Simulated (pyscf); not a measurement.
:N–F (SMILES [N]F) [triplet] + HO–SiH₃ (SMILES O[SiH3]) → •HN–F (SMILES [NH]F) + HO–SiH₂• (SMILES O[SiH2]), a hydrogen abstraction (triplet surface; H–Si broken, H–N formed). Structures and frequencies: ωB97X-D3(BJ)/def2-SVP in PySCF. Correlated levels are frozen-core, on RHF or UHF. ΔMP2 is the change of the MP2 total energy from the triple- to the quadruple-zeta basis. Energies in kcal/mol from the separated reactants.

Small-basis levels: PySCF, no dispersion term, spherical d functions. AM1 to PM7: differences of heats of formation from MOPAC. Open shells are spin-unrestricted. 

```tsv
level	barrier	reaction energy
HF/STO-3G	(withheld)	+52.3
PBE/6-31G*	12.3	+14.2
B3LYP/LANL2DZ	16.6	+14.8
B3LYP/6-31G*	20.1	+18.1
B3LYP/def2-SVP	(withheld)	+16.8
AM1	20.1	-5.5
PM3	8.2	-4.0
PM6	18.9	+13.2
PM7	16.3	-3.0
CCSD(T)/def2-TZVPP + ΔMP2(QZVPP)	(withheld)	+17.7
```

What belongs in the gaps?


- HF/STO-3G, barrier: 50.9
- B3LYP/def2-SVP, barrier: 18.8
- CCSD(T)/def2-TZVPP + ΔMP2(QZVPP), barrier: 24.4

Against the last row the barrier runs from -16.3 (PM3) to +26.4 kcal/mol (HF/STO-3G). At HF/STO-3G, PBE/6-31G* this geometry lies under one side, so the entry may be no barrier of that level: it is a single point on another level's saddle. CCSD(T)/def2-TZVPP + ΔMP2(QZVPP) has limits of its own. •HN–F + HO–SiH₂• also meet on a surface of lower spin, which isn't treated here. One saddle was located; it need not be the lowest between these sides. The angle at the transferred H is 154°. The CCSD(T) − MP2 part came from Ansatz, without density fitting, on the same reference.
